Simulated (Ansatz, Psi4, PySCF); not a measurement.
thallium atom (Tl), doublet (core potentials on Tl). Base run: B97M-V/def2-TZVP (PySCF).

Here is a job for PySCF.
```python
from pyscf import gto, scf, dft

mol = gto.M(
    atom='''
Tl    0.000000    0.000000    0.000000
''',
    basis='def2-tzvp',
    ecp={'Tl': 'def2-tzvp'},
    charge=0,
    spin=1,
    verbose=4,
)

mf = dft.UKS(mol)
mf.xc = 'b97m_v'
mf.kernel()
```

The same geometry, method and basis name were run in Ansatz (a program for electronic structure) and Psi4 and PySCF, at each program's defaults and at the settings that a row names. The base is PySCF at its defaults. Differences at the defaults can come from grids, fitting, cores and function types together.

```json
[
 {"code and settings": "PySCF, defaults (exact integrals, its default grid, spherical functions)", "ΔE vs base (µEh)": "0.0", "basis functions": "50", "E (Eh)": "-172.49048", "SCF cycles": "8"},
 {"code and settings": "Psi4, defaults (density fitting with its default set, its default grid, spherical functions)", "ΔE vs base (µEh)": "-1507", "basis functions": "50", "E (Eh)": "-172.49198", "SCF cycles": "9"},
 {"code and settings": "Ansatz, defaults (factorised integrals, its default grid, spherical functions)", "ΔE vs base (µEh)": "4.8", "basis functions": "50", "E (Eh)": "-172.49047", "SCF cycles": "-"},
 {"code and settings": "PySCF, density fitting with def2-universal-jkfit", "ΔE vs base (µEh)": "-2.2", "basis functions": "50", "E (Eh)": "-172.49048", "SCF cycles": "8"},
 {"code and settings": "PySCF, fine grid", "ΔE vs base (µEh)": "-4.6", "basis functions": "50", "E (Eh)": "-172.49048", "SCF cycles": "8"},
 {"code and settings": "Psi4, exact integrals, spherical functions, fine grid", "ΔE vs base (µEh)": "-5.9", "basis functions": "50", "E (Eh)": "-172.49048", "SCF cycles": "11"},
 {"code and settings": "Ansatz, high accuracy", "ΔE vs base (µEh)": "5.1", "basis functions": "50", "E (Eh)": "-172.49047", "SCF cycles": "-"}
]
```

Open shells are given as the SCF converged; they aren't shown to be the lowest states, and a large step between rows can be another state.
